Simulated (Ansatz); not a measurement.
A nudged elastic band was laid between two geometries of CH7AsBN (11 atoms, charge 0, multiplicity 1).

All numbers below come from RKS BHLYP-D4/def2-mTZVP (Ansatz).

| Item | Value |
| --- | --- |
| movable images | 5 |
| climbing image | yes |
| spring | 5.0 eV/Å² |
| optimiser | quadratic models (default) |
| start path | through a guess of the saddle point |
| force threshold | 0.05 eV/Å |
| iteration limit | 60 |
| end points | relaxed |

First end point:

```xyz
11
Properties=species:S:1:pos:R:3
B -0.775 1.796 0.347
C -0.420 0.304 0.572
N 0.033 -0.423 -0.600
As 0.499 -2.191 -0.354
H -0.526 2.352 -0.668
H -1.270 2.404 1.235
H 0.304 0.304 1.406
H -1.290 -0.200 0.994
H 0.695 0.109 -1.135
H 0.839 -2.459 -1.806
H 1.976 -2.053 0.029
```

Last end point:

```xyz
11
Properties=species:S:1:pos:R:3
B -0.967 1.534 0.769
C 0.190 0.711 0.550
N 0.241 -0.141 -0.664
As -0.032 -2.014 -0.216
H -1.853 1.518 -0.046
H -1.074 2.230 1.725
H 1.070 0.560 1.150
H -0.529 0.165 -1.244
H 1.087 -0.011 -1.203
H 0.714 -2.574 -1.429
H 1.218 -2.036 0.630
```

(1) Which bonds break or form, and what moves?

(2) What energy profile does the band end with?

(3) What is the geometry of the highest image?

The band took 39 iterations and of the order of 23 core-minutes.

## Answers

(1) Bonds broken: C2–H8. Bonds formed: N3–H8.

(2) The forces met the threshold. The highest image is number 2 of 0 to 6, 2.52 eV above the first end and 1.58 eV above the last; the last end lies 0.94 eV above the first. The profile has 2 maxima (images 2, 4) with wells between them (image 3): this band takes more than one step, which may be the mechanism or a detour left from its start path. Neighbouring images differ by up to 2.5 eV, so the band resolves the path poorly. A vibrational analysis at the climbing image gives one clearly imaginary mode, 1757i cm⁻¹: a first-order saddle point. The orbitals stay closed-shell, which can raise the energy where a bond breaks towards radicals; this wasn't checked here.

| image | path coordinate (Å) | energy (eV) | C2–H8 (Å) | N3–H8 (Å) |
| --- | --- | --- | --- | --- |
| 0 | 0.00 | 0.00 | 1.09 | 2.08 |
| 1 | 1.10 | 0.05 | 1.10 | 2.09 |
| 2 | 2.19 | 2.52 | 1.30 | 1.21 |
| 3 | 3.75 | 0.96 | 2.08 | 1.01 |
| 4 | 5.32 | 1.15 | 2.10 | 1.01 |
| 5 | 6.88 | 1.10 | 2.04 | 1.01 |
| 6 | 8.44 | 0.94 | 2.01 | 1.01 |

(3) 
```xyz
11
Properties=species:S:1:pos:R:3
B -0.544 1.845 0.491
C -0.374 0.419 0.730
N -0.151 -0.562 -0.473
As 0.802 -2.130 -0.108
H -0.486 2.281 -0.618
H -0.789 2.568 1.398
H -0.308 -0.122 1.655
H -1.220 -0.215 -0.033
H 0.120 -0.023 -1.277
H 0.825 -2.602 -1.548
H 2.191 -1.515 -0.198
```

Time of the run: 12 min on 2 threads of Arm Neoverse V1, on a shared host, peak memory 0.27 GiB.
